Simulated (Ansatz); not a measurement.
Isolated molecules relaxed with PBE0-D4/def2-TZVP in Ansatz; ΔE leaves out vibrations. CCSD(T)/CBS adds triple-zeta CCSD(T) − MP2 to the extrapolated MP2 energy (def2 sets, frozen cores). DFT in def2-TZVPP. B3LYP here is the variant with VWN-RPA as its local correlation; programs differ in this. One conformer a species, not always the lowest.

Consider the isomerisation: `N#CCB(O)F` → `FCB1N=CO1`.

```json
{"level": "PBE-D4", "ΔE (kJ/mol)": "320.5", "difference from CCSD(T)/CBS": "-32.8"}
{"level": "r2SCAN-D4", "ΔE (kJ/mol)": "336.0", "difference from CCSD(T)/CBS": "-17.3"}
{"level": "PBE0-D4", "ΔE (kJ/mol)": "325.2", "difference from CCSD(T)/CBS": "-28.1"}
{"level": "B3LYP-D4", "ΔE (kJ/mol)": "347.2", "difference from CCSD(T)/CBS": "-6.1"}
{"level": "PBE", "ΔE (kJ/mol)": "320.6", "difference from CCSD(T)/CBS": "-32.7"}
{"level": "r2SCAN", "ΔE (kJ/mol)": "336.0", "difference from CCSD(T)/CBS": "-17.3"}
{"level": "PBE0", "ΔE (kJ/mol)": "325.3", "difference from CCSD(T)/CBS": "-28.0"}
{"level": "B3LYP", "ΔE (kJ/mol)": "347.4", "difference from CCSD(T)/CBS": "-5.9"}
{"level": "MP2/def2-TZVPP", "ΔE (kJ/mol)": "369.8", "difference from CCSD(T)/CBS": "16.5"}
{"level": "SCS-MP2/def2-TZVPP", "ΔE (kJ/mol)": "367.1", "difference from CCSD(T)/CBS": "13.8"}
{"level": "HF/def2-QZVPP", "ΔE (kJ/mol)": "363.9", "difference from CCSD(T)/CBS": "10.6"}
{"level": "MP2/def2-QZVPP", "ΔE (kJ/mol)": "367.9", "difference from CCSD(T)/CBS": "14.6"}
{"level": "SCS-MP2/def2-QZVPP", "ΔE (kJ/mol)": "365.8", "difference from CCSD(T)/CBS": "12.5"}
{"level": "HF/CBS(def2)", "ΔE (kJ/mol)": "363.8", "difference from CCSD(T)/CBS": "10.5"}
{"level": "MP2/CBS(def2)", "ΔE (kJ/mol)": "367.0", "difference from CCSD(T)/CBS": "13.7"}
{"level": "CCSD/CBS(def2)", "ΔE (kJ/mol)": "357.1", "difference from CCSD(T)/CBS": "3.8"}
{"level": "CCSD(T)/CBS", "ΔE (kJ/mol)": "353.3", "difference from CCSD(T)/CBS": "0"}
```

Largest T1 diagnostic among the species: 0.014.

From PBE to PBE0 (25 % exact exchange), in def2-TZVPP and without D4, ΔE moves by +4.6 kJ/mol.

CCSD(T)/CBS has its own doubt, a few kJ/mol and more with outer-core shells, so smaller differences from it don't rank the levels.
